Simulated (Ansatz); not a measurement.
Reaction (hydrogenolysis of a Ge–Br bond): `[Cl][GeH]([Cl])[Br]` + H₂ → `[Cl][GeH2][Cl]` + HBr

Computed with Ansatz on PBE0-D4/def2-TZVP structures; ΔE is electronic, products minus reactants. CCSD(T)/CBS adds triple-zeta CCSD(T) − MP2 to the extrapolated MP2 energy (def2 sets, frozen cores). This one scheme is used for every species. DFT in def2-TZVPP. B3LYP here is the variant with VWN-RPA as its local correlation; programs differ in this. For Br, Ge outer-core shells are correlated without core-valence functions, which leaves a few kJ/mol of doubt a bond. Scalar relativity is left out up to krypton.

`[Cl][GeH]([Cl])[Br]`:

```xyz
5

Cl    1.596    0.490    1.262
Ge   -0.097   -0.062    0.096
Cl   -1.032    1.719   -0.602
Br    0.609   -1.277   -1.700
H    -1.076   -0.869    0.944
```

H₂:

Z-matrix (Å, degrees):
```
H
H 1 0.746
```

`[Cl][GeH2][Cl]`:

Z-matrix (Å, degrees):
```
Ge
Cl 1 2.140
Cl 1 2.140 2 108.2
H 1 1.528 2 108.2 3 116.9
H 1 1.528 2 108.2 3 -116.9
```

HBr:

Cartesian coordinates in Å:
```
Br -0.611 -0.153 0.328
H 0.611 0.153 -0.328
```

| level | ΔE (kJ/mol) |
| --- | --- |
| BLYP-D4 | 62.9 |
| B3LYP-D4 | 59.7 |

What does CCSD(T)/CBS give? (Best estimate.)

Computed: +57.8 kJ/mol. The listed levels differ from it by 5.1, 1.9 kJ/mol.

Largest T1 diagnostic among the species: 0.009.

In def2-TZVPP, CCSD(T) changes the Hartree–Fock value by +11.8 kJ/mol (the triples alone add +4.6 kJ/mol) and MP2 by +22.6 kJ/mol. Leaving LDA and LC-ωPBE aside and taking each functional with its dispersion term where it has one, the values, not all of them listed here, spread over 13.7 kJ/mol, from CAM-B3LYP-D4 to revPBE-D4.
